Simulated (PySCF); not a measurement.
## Electronic structure of In (indium, neutral) at the PBE level

Configuration: [Kr] 4d10 5s1 5p2, high-spin 4P determinant (an excited configuration). Computed with PySCF 2.14 in x2c-QZVPPall with one added diffuse shell each of s, p, d, f type (14s10p8d5f1g, 128 functions), with scalar relativity by spin-free X2C-1e.

| Quantity | Value |
| --- | --- |
| Total energy | -5880.42 hartree |
| One-electron energy | -8090.91 hartree |
| Hartree (Coulomb) energy | 2371.36 hartree |
| Exchange-correlation energy | -160.86 hartree |
| ⟨S²⟩ | 3.7517 |
| ⟨L²⟩ | 2.004 |
| Sum of ⟨r⟩ | 35.44 bohr |
| Sum of ⟨r²⟩ | 61.64 bohr² |
| Traceless quadrupole moment −½Σ⟨3z² − r²⟩ along its main axis | 5.53 e·bohr² |
| Langevin diamagnetic susceptibility | -48.8 ×10⁻⁶ cm³/mol |

| shell | electrons | mean orbital energy (eV) | spread (eV) | rms radius, mean of both spins (bohr) |
| --- | --- | --- | --- | --- |
| 1s α | 1 | -27704.9 | 0 | 0.0341 |
| 1s β | 1 | -27704.8 | 0 | 0.0341 |
| 2s α | 1 | -4149.8 | 0 | 0.139 |
| 2s β | 1 | -4149.8 | 0 | 0.139 |
| 2p α | 3 | -3727.0 | 0.041 | 0.124 |
| 2p β | 3 | -3726.9 | 0.060 | 0.124 |
| 3s α | 1 | -788.76 | 0 | 0.373 |
| 3s β | 1 | -788.71 | 0 | 0.373 |
| 3p α | 3 | -650.00 | 0.127 | 0.374 |
| 3p β | 3 | -649.95 | 0.143 | 0.374 |
| 3d α | 5 | -433.60 | 0.115 | 0.354 |
| 3d β | 5 | -433.56 | 0.129 | 0.354 |
| 4s α | 1 | -120.86 | 0 | 0.903 |
| 4s β | 1 | -120.76 | 0 | 0.903 |
| 4p α | 3 | -79.475 | 0.287 | 0.986 |
| 4p β | 3 | -79.352 | 0.334 | 0.986 |
| 4d α | 5 | -20.059 | 0.312 | 1.29 |
| 4d β | 5 | -19.668 | 0.431 | 1.29 |
| 5s α | 1 | -9.729 | 0 | 2.73 |
| 5p α | 2 | -3.718 | 0 | 3.71 |

Densities and radii are taken from the X2C orbitals without a picture-change correction, which distorts them close to the nucleus.
